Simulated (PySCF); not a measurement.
C3H6FNSi, SMILES C#C[C@H](N)[SiH2]F. The structure is a stationary point at ωB97X-D3(BJ)/def2-SVP. The structure was generated by enumeration; whether it is a known compound was not checked. The values are those of a single conformer.

Question: Give the equilibrium geometry at ωB97X-D3(BJ)/def2-SVP (PySCF confirms it by a frequency run) as bond lengths and angles. (An estimate is asked for; the answer gives what the named calculation found.)

Answer: This is not unique; one that fits is 
Atoms: C1 C2 C3 N4 Si5 F6 H7 H8 H9 H10 H11 H12. Bonded distances (Å): C1–C2 1.210, C1–H7 1.076, C2–C3 1.466, C3–N4 1.472, C3–Si5 1.892, C3–H8 1.105, N4–H9 1.020, N4–H10 1.020, Si5–F6 1.636, Si5–H11 1.486, Si5–H12 1.486. Bond angles (°): C2–C1–H7 178.4, C1–C2–C3 175.1, C2–C3–N4 112.3, C2–C3–Si5 106.8, C2–C3–H8 108.1, N4–C3–Si5 112.2, N4–C3–H8 108.4, Si5–C3–H8 108.9, C3–N4–H9 110.0, C3–N4–H10 109.3, H9–N4–H10 106.8, C3–Si5–F6 105.8, C3–Si5–H11 109.2, C3–Si5–H12 113.4, F6–Si5–H11 107.6, F6–Si5–H12 108.3, H11–Si5–H12 112.2.
Charge 0, spin multiplicity 1.
